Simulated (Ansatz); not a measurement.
Basis-set extrapolation for C₂H₅NSSi (`C[SiH](S)C#N`) (PBE0-D4/def2-TZVP geometry, frozen core, Ansatz). Multiplicity 1, RHF reference.

```tsv
	def2-TZVPP	def2-QZVPP
HF	-819.685831	-819.711485
MP2 correlation	-0.808033	-0.866349
CCSD(T) correlation	-0.891003	not run
```

Energies in hartree. Use E(X) = E(∞) + A·exp(−7.88·√X) for Hartree–Fock and E(X) = E(∞) + B·X^(−2.97) for correlation, with X = 3 and 4, and add CCSD(T) minus MP2 of the smaller set to the MP2 limit.

**Question.** What is the CCSD(T) energy at the basis-set limit?

**Answer.** HF limit: -819.711485 + (-0.025654) × 0.13774 = -819.71502. MP2 limit: -0.866349 + (-0.058316) × 0.74074 = -0.90955. Higher-order term: -0.891003 − (-0.808033) = -0.08297. Total: -820.70754 hartree, 3.56 eV below CCSD(T)/def2-TZVPP.
